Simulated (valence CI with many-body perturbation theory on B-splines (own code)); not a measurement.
## E1 line list for V III

Method: relativistic CI+MBPT: three valence electrons over a frozen Dirac-Fock core [Ar], radial functions for each j: 7 s, 7 p, 8 d, 6 f, 4 g, 1 h, with the one-electron correlation potential Σ1 (screened to all orders), the two-electron term Σ2, the three-electron term Σ3, Breit, model QED; selected single and double excitations, second order for the rest, scaled by the run's own slope (own B-spline code, finite nucleus).

Against 62 measured levels this calculation errs by 1108 cm⁻¹ on average and by 2012 at most. These come from a selection out of Sugar and Corliss, J. Phys. Chem. Ref. Data 7, 1191 (1978). Levels without a partner in it may be off by more, other configurations by 1,000 to 8,000 cm⁻¹. 2 measured levels below the end of the list, from 89458 cm⁻¹ on, found no clear computed partner, and computed levels of the same name lie up to 2347 cm⁻¹ from them.

Lines 151 to 200 of 463 in falling wavelength, among levels below 170090 cm⁻¹, chosen from the strongest by gf and those to the six lowest levels. Wavelengths and rates use the calculated energies, so an error of 1000 cm⁻¹ moves a line at 2239 Å by 2.2 % and its rate by three times that or more. Electric multipoles are in the length gauge, E1 and E2 with the static RPA response of the core. Weak lines are less certain than strong ones. Lines between different terms over intervals too small for the method are left out, as are lines whose strength nearly cancels. Where a level lies close to another of its J and parity, the split of strength between their lines is uncertain. The highest levels of a list are the least certain.

Names give the largest LS component (configuration and term), which can be under half, so a name can repeat, a term be missing and a line seem to break the LS rules; names also repeat where a configuration has a term twice. Letters in brackets count levels of one name in rising energy.

```tsv
λ vac (Å)	λ from measured levels	Upper	Lower	A (s⁻¹)	S (a.u.) with core polarisation	S without
2239	2219	3d2 4p 4D°_7/2 [a]	3d2 4s 4F_7/2	5.02e+07	2.22e+00	2.46e+00
2238	2218	3d2 4p 4D°_3/2 [a]	3d2 4s 4F_5/2	2.57e+08	5.68e+00	6.30e+00
2236		3d2 4p 4D°_5/2 [a]	3d2 4s 4F_7/2	1.67e+08	5.54e+00	6.15e+00
2236	2223	3d2 4p 4P°_1/2	3d2 4s 4P_3/2	2.98e+08	3.28e+00	3.64e+00
2235		3d2 4p 2P°_1/2 [b]	3d2 4s 2P_1/2	2.43e+08	2.68e+00	2.94e+00
2227		3d2 4p 4P°_5/2	3d2 4s 4P_5/2	2.43e+08	7.96e+00	8.82e+00
2224		3d2 4d 2G_9/2 [b]	3d2 4p 2F°_7/2 [c]	6.86e+07	3.72e+00	3.91e+00
2223	2210	3d2 4p 4P°_3/2	3d2 4s 4P_1/2	1.78e+08	3.85e+00	4.27e+00
2215		3d2 4p 4P°_5/2	3d2 4s 4P_3/2	1.24e+08	4.00e+00	4.44e+00
2186		3d2 4d 2P_3/2 [b]	3d2 4p 2P°_3/2 [b]	1.47e+08	3.03e+00	3.17e+00
2165		3d2 4p 2F°_7/2 [c]	3d2 4s 2G_9/2	3.67e+08	1.47e+01	1.62e+01
2151		3d2 4p 2F°_5/2 [c]	3d2 4s 2G_7/2	3.94e+08	1.16e+01	1.28e+01
2130		3d2 4d 4F_9/2 [a]	3d2 4p 4D°_7/2 [b]	6.35e+07	3.03e+00	3.19e+00
2121		3d2 4d 2F_5/2 [c]	3d2 4p 2F°_5/2 [c]	1.64e+08	4.65e+00	4.90e+00
2105		3d2 4d 2F_7/2 [c]	3d2 4p 2F°_7/2 [c]	1.70e+08	6.26e+00	6.61e+00
2032		3d2 4d 2P_3/2 [c]	3d2 4p 2F°_5/2 [c]	1.37e+08	2.28e+00	2.39e+00
2021		3d2 4d 2D_3/2 [c]	3d2 4p 2F°_5/2 [c]	1.74e+08	2.84e+00	2.99e+00
2017		3d2 4d 2D_5/2 [c]	3d2 4p 2F°_7/2 [c]	2.93e+08	7.13e+00	7.48e+00
2014		3d2 4d 2F_7/2 [a]	3d2 4p 2G°_9/2 [a]	7.27e+07	2.34e+00	2.46e+00
2013		3d2 4d 2F_5/2 [a]	3d2 4p 2G°_7/2 [a]	8.61e+07	2.08e+00	2.18e+00
1968		3d2 4d 2G_7/2 [c]	3d2 4p 2F°_5/2 [c]	2.12e+08	6.39e+00	6.70e+00
1953		3d2 4d 2G_9/2 [c]	3d2 4p 2F°_7/2 [c]	2.23e+08	8.21e+00	8.61e+00
1935		3d2 4d 2F_5/2 [c]	3d2 4p 2D°_3/2 [c]	6.01e+08	1.29e+01	1.35e+01
1932		3d2 4d 2F_7/2 [c]	3d2 4p 2D°_5/2 [c]	6.54e+08	1.86e+01	1.95e+01
1929		3d2 4d 2D_5/2 [c]	3d2 4p 2P°_3/2 [b]	3.95e+08	8.39e+00	8.76e+00
1927		3d2 4d 2P_3/2 [c]	3d2 4p 2P°_1/2 [b]	2.99e+08	4.22e+00	4.40e+00
1921		3d2 4d 2D_3/2 [c]	3d2 4p 2P°_3/2 [b]	3.34e+08	4.68e+00	4.85e+00
1920		3d2 4d 2F_7/2 [a]	3d2 4p 4D°_5/2 [a]	7.53e+07	2.10e+00	2.22e+00
1915		3d2 4d 4D_5/2 [a]	3d2 4p 4D°_5/2 [a]	1.91e+08	3.98e+00	4.19e+00
1914		3d2 4d 4D_5/2 [a]	3d2 4p 4D°_7/2 [a]	9.16e+07	1.90e+00	2.00e+00
1912		3d2 4d 4D_3/2 [a]	3d2 4p 4D°_3/2 [a]	2.48e+08	3.42e+00	3.60e+00
1909		3d2 4d 4D_1/2 [a]	3d2 4p 4D°_1/2 [a]	3.83e+08	2.63e+00	2.77e+00
1906		3d2 4d 4D_5/2 [a]	3d2 4p 4D°_3/2 [a]	1.76e+08	3.61e+00	3.80e+00
1905		3d2 4d 4D_3/2 [a]	3d2 4p 4D°_1/2 [a]	1.99e+08	2.72e+00	2.86e+00
1905		3d2 4d 4D_7/2 [a]	3d2 4p 4D°_5/2 [a]	1.23e+08	3.36e+00	3.54e+00
1904		3d2 4d 4D_7/2 [a]	3d2 4p 4D°_7/2 [a]	6.44e+08	1.75e+01	1.85e+01
1902		3d2 4d 2F_7/2 [a]	3d2 4p 2D°_5/2 [a]	1.75e+08	4.75e+00	5.01e+00
1899		3d2 4d 2F_5/2 [a]	3d2 4p 2D°_3/2 [a]	3.10e+08	6.29e+00	6.62e+00
1897		3d2 4d 4D_5/2 [a]	3d2 4p 2D°_5/2 [a]	2.83e+08	5.71e+00	6.01e+00
1893		3d2 5s 2P_3/2	3d2 4p 2P°_3/2 [b]	1.90e+08	2.54e+00	2.44e+00
1879		3d2 4d 2G_7/2 [a]	3d2 4p 2G°_7/2 [a]	3.15e+08	8.25e+00	8.61e+00
1878		3d2 4d 2F_7/2 [a]	3d2 4p 2F°_7/2 [a]	6.17e+08	1.61e+01	1.70e+01
1878		3d2 4d 2G_9/2 [a]	3d2 4p 2G°_9/2 [a]	3.12e+08	1.02e+01	1.07e+01
1876		3d2 4d 2F_7/2 [b]	3d2 4p 2D°_5/2 [b]	4.22e+08	1.10e+01	1.16e+01
1873		3d2 4d 2F_5/2 [a]	3d2 4p 2F°_5/2 [a]	5.44e+08	1.06e+01	1.12e+01
1872		3d2 4d 2F_5/2 [b]	3d2 4p 2D°_3/2 [b]	4.16e+08	8.08e+00	8.51e+00
1869		3d2 4d 4F_7/2 [b]	3d2 4p 4P°_5/2	7.42e+07	1.91e+00	2.01e+00
1865		3d2 4d 2F_7/2 [b]	3d2 4p 4D°_5/2 [b]	2.93e+08	7.49e+00	7.89e+00
1864		3d2 4d 4D_5/2 [b]	3d2 4p 4P°_5/2	1.82e+08	3.50e+00	3.68e+00
1863		3d2 4d 2F_7/2 [a]	3d2 4p 2F°_5/2 [a]	1.14e+08	2.90e+00	3.06e+00
```
